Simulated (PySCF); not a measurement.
C$_{2}$H$_{7}$NOTe, singlet, geometry from GFN2-xTB (all electrons, no relativity); CASSCF(4,5)/STO-3G in PySCF.

The PySCF input:
```python
from pyscf import gto, scf, mcscf
import numpy

mol = gto.M(
    atom='''
Te    0.622655    0.186721    0.365313
O     0.087637    2.030316   -0.144400
H    -0.697136    2.298747    0.336448
N    -1.060628   -0.585386   -0.497960
C    -1.790687   -1.550195    0.290557
C    -0.920982   -1.017391   -1.869982
H    -2.799970   -1.643131   -0.118233
H    -1.331406   -2.546761    0.283552
H    -1.860309   -1.200185    1.318978
H    -0.420745   -1.989105   -1.966462
H    -1.916201   -1.102665   -2.313183
H    -0.358991   -0.265686   -2.419929
''',
    basis='sto-3g',
    charge=0,
    spin=0,
    verbose=4,
)

mf = scf.RHF(mol)
mf.kernel()
mc = mcscf.CASSCF(mf, 5, 4)
mc.fix_spin_(ss=0.0)
mc = mc.newton()
mc.kernel()
occ = numpy.linalg.eigvalsh(mc.fcisolver.make_rdm1(mc.ci, mc.ncas, mc.nelecas))[::-1]
ss = mc.fcisolver.spin_square(mc.ci, mc.ncas, mc.nelecas)[0]
print('natural occupations', occ.round(4), ' <S^2>', round(ss, 4))
```

The log (banner, timings and long lists left out):

```
PySCF version 2.14.0

[INPUT] verbose = 4
[INPUT] num. atoms = 12
[INPUT] num. electrons = 86
[INPUT] charge = 0
[INPUT] spin (= nelec alpha-beta = 2S) = 0
[INPUT] symmetry False subgroup None
[INPUT] Mole.unit = angstrom
[INPUT] Symbol           X                Y                Z      unit          X                Y                Z       unit  Magmom
[INPUT]  1 Te     0.622655000000   0.186721000000   0.365313000000 AA    1.176647420091   0.352851551705   0.690341519743 Bohr   0.0
[INPUT]  2 O      0.087637000000   2.030316000000  -0.144400000000 AA    0.165609928379   3.836741186322  -0.272876452387 Bohr   0.0
[INPUT]  3 H     -0.697136000000   2.298747000000   0.336448000000 AA   -1.317396111575   4.344002259666   0.635794575158 Bohr   0.0
[INPUT]  4 N     -1.060628000000  -0.585386000000  -0.497960000000 AA   -2.004296440045  -1.106219217155  -0.941008020988 Bohr   0.0
[INPUT]  5 C     -1.790687000000  -1.550195000000   0.290557000000 AA   -3.383908004819  -2.929443989670   0.549073153575 Bohr   0.0
[INPUT]  6 C     -0.920982000000  -1.017391000000  -1.869982000000 AA   -1.740403745654  -1.922590351597  -3.533753837866 Bohr   0.0
[INPUT]  7 H     -2.799970000000  -1.643131000000  -0.118233000000 AA   -5.291176456998  -3.105067576783  -0.223427988886 Bohr   0.0
[INPUT]  8 H     -1.331406000000  -2.546761000000   0.283552000000 AA   -2.515992700603  -4.812680794723   0.535835622073 Bohr   0.0
[INPUT]  9 H     -1.860309000000  -1.200185000000   1.318978000000 AA   -3.515474517064  -2.268020948811   2.492507184327 Bohr   0.0
[INPUT] 10 H     -0.420745000000  -1.989105000000  -1.966462000000 AA   -0.795092818280  -3.758863683003  -3.716074614364 Bohr   0.0
[INPUT] 11 H     -1.916201000000  -1.102665000000  -2.313183000000 AA   -3.621095089618  -2.083734857144  -4.371282346000 Bohr   0.0
[INPUT] 12 H     -0.358991000000  -0.265686000000  -2.419929000000 AA   -0.678394671184  -0.502073775131  -4.573003050893 Bohr   0.0

nuclear repulsion = 490.375294656559
number of shells = 30
number of NR pGTOs = 162
number of NR cGTOs = 54
basis = sto-3g
ecp = {}

******** <class 'pyscf.scf.hf.RHF'> ********
method = RHF
initial guess = minao
damping factor = 0
level_shift factor = 0
DIIS = <class 'pyscf.scf.diis.CDIIS'>
diis_start_cycle = 1
diis_space = 8
diis_damp = 0
SCF conv_tol = 1e-09
SCF conv_tol_grad = None
SCF max_cycles = 50
direct_scf = True
direct_scf_tol = 1e-13
Set gradient conv threshold to 3.16228e-05
Initial guess from minao.
init E= -6733.81722900408
  HOMO = -0.393041654967657  LUMO = -0.245441429009823  gap/eV = 4.01641
cycle= 1 E= -6753.37537179078  delta_E= -19.6  |g|= 0.561  |ddm|=  4.4
  HOMO = -0.138865667097706  LUMO = 0.275782366124424  gap/eV = 11.28315
cycle= 2 E= -6753.52678720467  delta_E= -0.151  |g|= 0.244  |ddm|= 1.38
  HOMO = -0.199524178098312  LUMO = 0.272141581592518  gap/eV = 12.83468
cycle= 3 E= -6753.54846741274  delta_E= -0.0217  |g|= 0.056  |ddm|= 0.411
  HOMO = -0.227011726233356  LUMO = 0.253145007074964  gap/eV = 13.06573
cycle= 4 E= -6753.55127041095  delta_E= -0.0028  |g|= 0.019  |ddm|= 0.182
  HOMO = -0.228151546556949  LUMO = 0.253175147025383  gap/eV = 13.09757
cycle= 5 E= -6753.55165057605  delta_E= -0.00038  |g|= 0.00724  |ddm|= 0.0696
  HOMO = -0.227660895163687  LUMO = 0.252945509818998  gap/eV = 13.07797
cycle= 6 E= -6753.5517279119  delta_E= -7.73e-05  |g|= 0.00247  |ddm|= 0.038
  HOMO = -0.228087413765878  LUMO = 0.252922618413985  gap/eV = 13.08895
cycle= 7 E= -6753.55173652522  delta_E= -8.61e-06  |g|= 0.000475  |ddm|= 0.0149
  HOMO = -0.228078323404498  LUMO = 0.252845662311807  gap/eV = 13.08661
cycle= 8 E= -6753.55173678375  delta_E= -2.59e-07  |g|= 0.000148  |ddm|= 0.00221
  HOMO = -0.228090906972652  LUMO = 0.252839293896729  gap/eV = 13.08678
cycle= 9 E= -6753.55173680649  delta_E= -2.27e-08  |g|= 4.09e-05  |ddm|= 0.000631
  HOMO = -0.228092969864377  LUMO = 0.252837140744802  gap/eV = 13.08677
cycle= 10 E= -6753.55173680887  delta_E= -2.39e-09  |g|= 1.63e-05  |ddm|= 0.000175
  HOMO = -0.228094445956824  LUMO = 0.252837423549945  gap/eV = 13.08682
cycle= 11 E= -6753.55173680935  delta_E= -4.76e-10  |g|= 3.27e-06  |ddm|= 0.0001
  HOMO = -0.228094148968269  LUMO = 0.252837471984098  gap/eV = 13.08682
Extra cycle  E= -6753.55173680938  delta_E= -3.09e-11  |g|= 1.77e-06  |ddm|= 9.18e-06
converged SCF energy = -6753.55173680938

******** <class 'pyscf.mcscf.newton_casscf.CASSCF'> ********
CAS (2e+2e, 5o), ncore = 41, nvir = 8
max_cycle_macro = 50
max_cycle_micro = 10
conv_tol = 1e-07
conv_tol_grad = None
orbital rotation max_stepsize = 0.03
augmented hessian ah_max_cycle = 30
augmented hessian ah_conv_tol = 1e-12
augmented hessian ah_linear dependence = 1e-14
augmented hessian ah_level shift = 1e-08
augmented hessian ah_start_tol = 500
augmented hessian ah_start_cycle = 3
augmented hessian ah_grad_trust_region = 3
kf_trust_region = 3
kf_interval = 5
natorb = False
canonicalization = True
internal_rotation = False
******** <class 'pyscf.fci.addons.SpinPenaltyFCISolver'> ********
max. cycles = 50
conv_tol = 1e-08
davidson only = True
linear dependence = 1e-12
level shift = 0.001
max iter space = 12
nroots = 1
pspace_size = 400
spin = None

WARN: SO-CASSCF (Second order CASSCF) is an experimental feature. Its performance is bad for large systems.

CASCI E = -6753.55818133363  dE = -6753.5582  S^2 = 0.0000000
Set conv_tol_grad to 0.000316228
macro 1 (21 JK  16 micro), CASSCF E = -6753.56299288956  dE = -0.004812  |grad|=0.0338  S^2 = 0.0000000
macro 2 (11 JK  7 micro), CASSCF E = -6753.56981934612  dE = -0.006826  |grad|=0.0334  S^2 = 0.0000000
macro 3 (20 JK  15 micro), CASSCF E = -6753.5775288199  dE = -0.007709  |grad|=0.105  S^2 = 0.0000000
macro 4 (20 JK  15 micro), CASSCF E = -6753.59126617205  dE = -0.01374  |grad|=0.156  S^2 = 0.0000000
macro 5 (19 JK  14 micro), CASSCF E = -6753.5926256245  dE = -0.001359  |grad|=0.00771  S^2 = 0.0000000
macro 6 (11 JK  7 micro), CASSCF E = -6753.59634485677  dE = -0.003719  |grad|=0.0143  S^2 = 0.0000000
macro 7 (25 JK  20 micro), CASSCF E = -6753.59758654158  dE = -0.001242  |grad|=0.00455  S^2 = 0.0000000
macro 8 (26 JK  17 micro), CASSCF E = -6753.59781691112  dE = -0.0002304  |grad|=0.000135  S^2 = 0.0000000
macro 9 (14 JK  9 micro), CASSCF E = -6753.59782962433  dE = -1.271e-05  |grad|=8.76e-05  S^2 = 0.0000000
macro 10 (6 JK  3 micro), CASSCF E = -6753.59782970816  dE = -8.383e-08  |grad|=0.00011  S^2 = 0.0000000
newton CASSCF converged in 10 macro (30 KF 143 Hx) steps
CASSCF canonicalization
Density matrix diagonal elements [1.95242567e+00 1.94046771e+00 5.84343103e-02 4.83656727e-02
 3.06635966e-04]
CASSCF energy = -6753.59782970816
CASCI E = -6753.59782970816  E(CI) = -3.69942740723400  S^2 = 0.0000000
natural occupations [1.9545e+00 1.9397e+00 6.1900e-02 4.3700e-02 3.0000e-04]  <S^2> 0.0
```
